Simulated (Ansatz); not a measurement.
A run on F$_{2}$ISi, SMILES `F[Si](F)I` radical with other settings.

```yaml
crystal:
  periodic: [false, false, false]
  atoms:
    - {symbol: F, position_ang: [-0.886320, -1.161058, 0.636195]}
    - {symbol: Si, position_ang: [0.018434, 0.136209, 0.495499]}
    - {symbol: F, position_ang: [1.514504, -0.382957, 0.379241]}
    - {symbol: I, position_ang: [-0.591019, 1.347406, -1.531135]}
basis:
  gaussian: {orbitals: def2-TZVPD, nuclear_model: gaussian}
magnetization: {spin_polarized: true, initial_magnetization: 1}
hamiltonian: {xc: {name: r2SCAN50}, pseudopotentials: {relativity: scalar}}
```

```sh
$ ansatz run in.yaml --threads 4 --pin off --events-out ev --progress --plain --max-ram 10444MiB
```

It prints (some lines left out):

```
Functional definition: r2SCAN50
1245 factors; their error is unknown
mean field evaluation 1: about -21431.9948 eV, gradient 2.9e1 eV
mean field evaluation 2: about -21431.4869 eV, gradient 3.4e1 eV
mean field evaluation 4: about -21434.5849 eV, gradient 8.2e-1 eV
mean field evaluation 8: about -21434.5903 eV, gradient 4.7e-2 eV
mean field evaluation 16: about -21435.1088 eV, gradient 2.7e-4 eV
mean field -21435.10882653 eV, -787.7257201362 hartree, gradient 5.3e-5 eV, S^2 0.757347; 0 other end points of the search recorded, 0 dependent functions left out
reference -21435.10883880 eV, -787.7257205871 hartree; 29, 28 occupied and 153, 154 virtual orbitals, 1245 factors
Total energy: -21435.10883880 eV, -787.7257205871 hartree
Relativity: scalar
```

Run time 7 s (4 threads of an Arm Neoverse V1 on a shared host); peak host memory 0.49 GiB.
